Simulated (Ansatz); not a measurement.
Molecule: C$_{3}$H$_{9}$Si, net charge 0, doublet state. It need not be the lowest isomer of its formula. 
Structure (B3LYP-D3(BJ)/def2-TZVP (Ansatz, a quantum-chemistry and plane-wave program) minimum search):
```
Si
C 1 1.8861
H 2 1.0914 1 111.41
H 2 1.0914 3 108.02 1 122.68
H 2 1.0958 3 107.84 4 116.31
C 1 1.8861 2 110.08 3 179.59
H 6 1.0914 1 111.41 2 -179.59
H 6 1.0914 7 108.02 1 -122.68
H 6 1.0958 7 107.84 8 -116.31
C 1 1.8861 2 110.08 3 -58.88
H 10 1.0914 1 111.41 2 58.88
H 10 1.0914 11 108.02 1 -122.68
H 10 1.0958 11 107.84 12 -116.31
```
Charge 0, spin multiplicity 2.

Wanted: atomisation energy (electronic, to ground-state atoms); the coupled-cluster value holds the core correlation from cc-pwCVTZ, in kcal/mol. Valence correlation only, unless marked. UHF or UKS for open shells. No spin-orbit coupling. Non-relativistic. Basis-set limits of correlation are two-point, X^-3; Hartree-Fock from the larger set.

Level to compare with: CCSD(T)/CBS(def2-TZVPPD,def2-QZVPPD) plus the core term (Ansatz), 1141.2 kcal/mol. It is a level with limits of its own, and the differences hold the functionals' basis error too.

Q: Rank these functionals by how close they come to CCSD(T)/CBS(def2-TZVPPD,def2-QZVPPD), closest first: PBE/def2-TZVPD (Ansatz); B3LYP/def2-TZVPD (Ansatz); SVWN5/def2-TZVPD (Ansatz).

A: PBE/def2-TZVPD (GGA, 1145.7 kcal/mol, difference 4.5), B3LYP/def2-TZVPD (global hybrid, 1130.9 kcal/mol, difference -10.3), SVWN5/def2-TZVPD (LDA, 1274.4 kcal/mol, difference 133.2)
